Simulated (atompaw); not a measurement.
# Pb (Z = 82): variants of one PAW (atompaw) potential

Base potential:

```json
{
 "Element": "Pb (Z = 82)",
 "Generator": "atompaw 4.2.0.5",
 "Type": "PAW",
 "Functional": "LDA (PW92)",
 "Relativity": "scalar-relativistic",
 "Frozen core": "[Xe] 4f14 5d10",
 "Valence charge": "4",
 "Reference configuration": "6s2 6p2",
 "Partial waves": "6s (bound); 6s channel at -0.1 Ry; 6p (bound); 6p channel at 0.8 Ry; 6d channel at 0.1 Ry; 6d channel at 2.4 Ry",
 "Local potential": "troulliermartins scheme with l = 3 at -0.5 Ry, radius 2.30 bohr",
 "Core correction": "smooth core density matched at 1.55 bohr",
 "Augmentation charge": "besselshape compensation charge, radius 2.30 bohr; PAW radius 2.70 bohr; waves and projectors: bloechl"
}
```

Cutoffs, loose and tight: the cutoffs (Ry, on a coarse ladder) from which the occupation-weighted sum of valence levels, in a spherical-Bessel basis at the reference potential, stays within 10 and 1 mRy of its value at 400 Ry. They see the waves, projectors and local potential, not the compensation charge or the core. A dash means not determined.

A true bound ghost makes a file unfit for plane-wave use even where its test errors are small: the radial tests pick states by their node count and pass the ghost by.

```tsv
change	outcome	cutoff, loose	cutoff, tight	bound ghosts
base	generated	15 Ry	35 Ry	s, d, p
all radii scaled by about 0.74 (s 2.00, p 2.00, d 1.52 bohr); local potential troulliermartins scheme with l = 3 at -0.5 Ry, radius 1.70 bohr; augmentation besselshape compensation charge, radius 1.70 bohr; PAW radius 2.00 bohr; waves and projectors: bloechl; core correction smooth core density matched at 1.16 bohr	failed: atompaw: terminating projector 1000	–	–	–
all radii scaled by about 0.87 (s 2.34, p 2.34, d 1.78 bohr); local potential troulliermartins scheme with l = 3 at -0.5 Ry, radius 2.00 bohr; augmentation besselshape compensation charge, radius 2.00 bohr; PAW radius 2.34 bohr; waves and projectors: bloechl; core correction smooth core density matched at 1.34 bohr	failed: atompaw: terminating projector 1000	–	–	–
all radii scaled by about 0.96 (s 2.60, p 2.60, d 1.96 bohr); local potential troulliermartins scheme with l = 3 at -0.5 Ry, radius 2.20 bohr; augmentation besselshape compensation charge, radius 2.20 bohr; PAW radius 2.60 bohr; waves and projectors: bloechl; core correction smooth core density matched at 1.48 bohr	generated	15 Ry	35 Ry	s, d, p
all radii scaled by about 1.26 (s 3.40, p 3.40, d 2.58 bohr); local potential troulliermartins scheme with l = 3 at -0.5 Ry, radius 2.90 bohr; augmentation besselshape compensation charge, radius 2.90 bohr; PAW radius 3.40 bohr; waves and projectors: bloechl; core correction smooth core density matched at 1.96 bohr	generated	12 Ry	21 Ry	none
```

Task: What comes out with this change to the base: all radii scaled by about 1.10 (s 2.96, p 2.96, d 2.26 bohr); local potential troulliermartins scheme with l = 3 at -0.5 Ry, radius 2.52 bohr; augmentation besselshape compensation charge, radius 2.52 bohr; PAW radius 2.96 bohr; waves and projectors: bloechl; core correction smooth core density matched at 1.70 bohr?

Result: outcome: generated; cutoff, loose: 15 Ry; cutoff, tight: 30 Ry; bound ghosts: d.

Task: What comes out with this change to the base: all radii scaled by about 1.17 (s 3.16, p 3.16, d 2.40 bohr); local potential troulliermartins scheme with l = 3 at -0.5 Ry, radius 2.68 bohr; augmentation besselshape compensation charge, radius 2.68 bohr; PAW radius 3.16 bohr; waves and projectors: bloechl; core correction smooth core density matched at 1.82 bohr?

Result: outcome: generated; cutoff, loose: 15 Ry; cutoff, tight: 25 Ry; bound ghosts: d.

Reading the sweep of the scale of all radii (base = 1) (base included, trends over the rows without a ghost): Bound ghosts are found at 0.96, 1, 1.1, 1.17. The generation fails at 0.74, 0.87.
